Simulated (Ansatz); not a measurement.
Several settings on one geometry of PtSe2 (the lowest singlet isomer of a short search) (that of the charge 0 singlet, PBE0-D4/def2-TZVP). Ansatz on 4 threads of Arm Neoverse V2 on a shared host; times are rough.

```xyz
3

Pt    0.005    0.003    0.000
Se    1.037   -1.923   -0.080
Se   -1.042    1.920    0.080
```

Totals from different functionals, basis sets or treatments of relativity can't be compared as stabilities.

In the def2 sets Pt takes a core potential; there is no spin–orbit coupling.

Scalar relativity in a set contracted without it gives distorted totals.

The spins typed aren't always the lowest for that charge.

Give the basis size and estimate the energy, ⟨S²⟩ and time of these runs.

```tsv
run	method	charge	state	further keys
1	ROKS PBE0/def2-SVPD	1	doublet	scf: {lower_state_search: off}
2	RKS B97M-V/def2-mTZVPP	0	singlet	scf: {lower_state_search: off}
3	UKS revPBE/def2-mTZVP	0	singlet	nuclear_model: gaussian; pseudopotentials: {relativity: scalar}
```


```
run  functions  energy (Eh)  ⟨S²⟩  wall time
  1        117   -4920.9383     –       20 s
  2        108   -4921.5661     –      1.9 s
  3        108   -4966.0988  0.00       13 s
```

The restricted singlet is unstable towards broken spin symmetry at other levels; at RKS B97M-V/def2-mTZVPP this wasn't settled.
